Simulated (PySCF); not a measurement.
**Two-component Hartree-Fock for Tc⁴¹⁺ (technetium, charge +41)**

Start: 1s2. Calculated with PySCF 2.14 in an uncontracted even-tempered set (16 s from 8.5 bohr⁻², ratio 2.6; 12 p from 11 bohr⁻², ratio 2.6; 6 d from 11 bohr⁻², ratio 2.8; 3 f from 490 bohr⁻², ratio 2.8): generalised Hartree-Fock with the X2C-1e Hamiltonian and a Gaussian nucleus; spin-orbit coupling (SO) screened by Boettger's factors.

```csv
spinor shell,electrons,"ε, screened SO (eV)",weight of nominal j (screened SO),"rms radius, screened SO (bohr)"
1s1/2,2,-25039.1,1.000,0.0390
```

```json
{"quantity": "E (hartree)", "screened SO": "-1868.52129"}
{"quantity": "M_J", "screened SO": "0"}
{"quantity": "⟨J²⟩", "screened SO": "0.000"}
{"quantity": "⟨L²⟩", "screened SO": "0.000"}
{"quantity": "⟨S²⟩", "screened SO": "0.000"}
```

Breit and QED terms are absent; they matter most for the inner s and p1/2 levels.

Densities and radii are taken from the X2C orbitals without a picture-change correction, which distorts them close to the nucleus.
